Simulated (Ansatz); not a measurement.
Process, species as SMILES: F[Si]F (closed-shell singlet) → 2 F atom + Si atom
B3LYP-D3(BJ)/def2-TZVP geometries, fixed; electronic energies without zero-point terms.
Largest species:
```
Si
F 1 1.6090
F 1 1.6090 2 100.76
```
Charge 0, spin multiplicity 1.

How fast the atomisation energy converges with the basis for several methods (Ansatz, an electronic-structure program): deviation from each method's own reference, in kcal/mol. References: B2PLYP 298.15 kcal/mol, the value in aug-cc-pV(5+d)Z; CCSD(T) 299.66 kcal/mol, Hartree-Fock in aug-cc-pV(Q+d)Z plus the correlation part extrapolated as X^-3 from aug-cc-pV(T+d)Z and aug-cc-pV(Q+d)Z; HF 213.37 kcal/mol, the value in aug-cc-pV(5+d)Z; MP2 314.86 kcal/mol, Hartree-Fock in aug-cc-pV(5+d)Z plus the correlation part extrapolated as X^-3 from aug-cc-pV(Q+d)Z and aug-cc-pV(5+d)Z; PBE 302.27 kcal/mol, the value in aug-cc-pV(5+d)Z; PBE0 289.72 kcal/mol, the value in aug-cc-pV(5+d)Z. Cartesian d functions, on some or all atoms, in 6-31G**, 6-311G**; all else is spherical. In correlated methods cores are frozen. A restricted Hartree-Fock determinant is unstable towards unrestricted orbitals. Open shells are unrestricted. No added dispersion term, no relativity. 

```
basis              functions  B2PLYP  CCSD(T)      HF     MP2  PBE    PBE0
-----------------  ---------  ------  -------  ------  ------  ---  ------
6-31G                     31  -69.75   -85.38  -65.74  -92.40    ?  -60.87
pcseg-1                   46  -22.51   -35.25  -19.21  -35.38    ?  -16.65
6-31G**                   49  -13.87   -25.33  -11.01  -27.62    ?   -8.30
cc-pV(D+d)Z               51  -23.67   -42.64  -22.33  -43.83    ?  -15.13
6-311G**                  63  -22.36   -35.17  -19.26  -37.93    ?  -16.15
6-311++G(2d,2p)           89  -11.97   -23.61   -9.08  -22.81    ?   -8.16
pcseg-2                   94   -2.99    -6.85   -0.85   -8.01    ?   -1.76
6-311++G(3df,3pd)        125   -5.25   -12.45   -3.34  -12.09    ?   -2.96
aug-pcseg-2              142   -1.56    -5.17    0.17   -5.95    ?   -0.51
cc-pV(Q+d)Z              174   -0.66    -4.76   -0.21   -4.86    ?    0.42
pcseg-3                  184   -0.38    -3.13    0.56   -3.22    ?    0.06
def2-QZVPPD              208   -1.36    -5.04   -0.40   -5.09    ?   -0.52
```

Problem. Fill in the missing entries.

Solution. 
- 6-31G, PBE: -55.21
- pcseg-1, PBE: -14.75
- 6-31G**, PBE: -5.43
- cc-pV(D+d)Z, PBE: -10.90
- 6-311G**, PBE: -13.78
- 6-311++G(2d,2p), PBE: -7.61
- pcseg-2, PBE: -1.80
- 6-311++G(3df,3pd), PBE: -2.82
- aug-pcseg-2, PBE: -0.66
- cc-pV(Q+d)Z, PBE: 1.01
- pcseg-3, PBE: -0.06
- def2-QZVPPD, PBE: -0.54

Mean absolute deviation over 6-311G**, 6-311++G(2d,2p), pcseg-2, 6-311++G(3df,3pd), aug-pcseg-2: PBE 5.33, PBE0 5.91, HF 6.54, B2PLYP 8.83, CCSD(T) 16.65, MP2 17.36 kcal/mol.
